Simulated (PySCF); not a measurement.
Cartesian coordinates in Å; atom numbers follow the order of the lines, from 1:
```xyz
18

H     4.2658    0.4022   -0.1782
N     3.4818    0.0247    0.3487
C     2.3642    0.0864   -0.2229
C     1.1638   -0.4235    0.4501
C     0.0757   -1.0422   -0.3839
C    -1.0415   -0.8510    0.5935
C    -2.4656   -0.8649    0.0989
C    -0.1488    0.3055    0.2148
C    -0.4206    1.5925   -0.2559
C    -0.6602    2.7046   -0.6417
H     2.1866    0.5105   -1.2231
H     1.3608   -0.8262    1.4400
H     0.0911   -1.4132   -1.3865
H    -0.9163   -1.2696    1.5904
H    -3.1065   -0.3039    0.7763
H    -2.8372   -1.8867    0.0437
H    -2.5315   -0.4144   -0.8890
H    -0.8703    3.6758   -0.9753
```

Non-relativistic, no solvent, equivalent nuclei averaged, one conformer. Shielding tensors at PBE0/pcSseg-1 (GIAO); geometry from GFN2-xTB; PySCF 2.14.

Question: List the cross peaks expected in HSQC, COSY and HMBC spectra.

Answer: 

HSQC (one-bond C–H):
| δH | δC |
| --- | --- |
| 7.94 (H11) | 172.7 (C3) |
| 2.35 (H13) | 25.2 (C5) |
| 1.78 (H18) | 80.6 (C10) |
| 1.74 (H12) | 55.1 (C4) |
| 1.26 (H15/H16/H17) | 15.7 (C7) |
| 1.17 (H14) | 43.5 (C6) |

COSY cross peaks (H two or three bonds apart, from the bond graph; peaks can be absent where the dihedral angle is near 90°):
| δH | δH |
| --- | --- |
| 7.94 (H11) | 1.74 (H12) |
| 2.35 (H13) | 1.74 (H12) |
| 2.35 (H13) | 1.17 (H14) |
| 1.26 (H15/H16/H17) | 1.17 (H14) |

HMBC (two and three bonds, from the bond graph):
| δH | δC |
| --- | --- |
| 7.94 (H11) | 55.1 (C4), 25.2 (C5), 12.9 (C8) |
| 2.35 (H13) | 172.7 (C3), 83.8 (C9), 55.1 (C4), 43.5 (C6), 15.7 (C7), 12.9 (C8) |
| 1.78 (H18) | 83.8 (C9), 12.9 (C8) |
| 1.74 (H12) | 172.7 (C3), 83.8 (C9), 43.5 (C6), 25.2 (C5), 12.9 (C8) |
| 1.26 (H15/H16/H17) | 43.5 (C6), 25.2 (C5), 12.9 (C8) |
| 1.17 (H14) | 83.8 (C9), 55.1 (C4), 25.2 (C5), 15.7 (C7), 12.9 (C8) |

Shifts are taken against calculated references (same method and geometry level): ¹H (σ = 31.72 ppm), ¹³C (σ = 186.93 ppm) against TMS.

Short H···H contacts in this conformer between protons four or more bonds apart (candidates for NOE cross peaks, intensity ∝ r⁻⁶): H12···H14 2.32 Å.

Exchangeable OH/NH protons stand at their gas-phase positions; hydrogen bonding in a real sample shifts them, mostly to higher δ. Shifts are as computed. Against solution values, carbons near 30 ppm lie about +3 ppm off and those near 130 ppm about +5 ppm. Of 1211 compounds with measured shifts, 218 miss one by over three times the rms of a fit or turn the order of signals round; such compounds aren't used in these exercises.
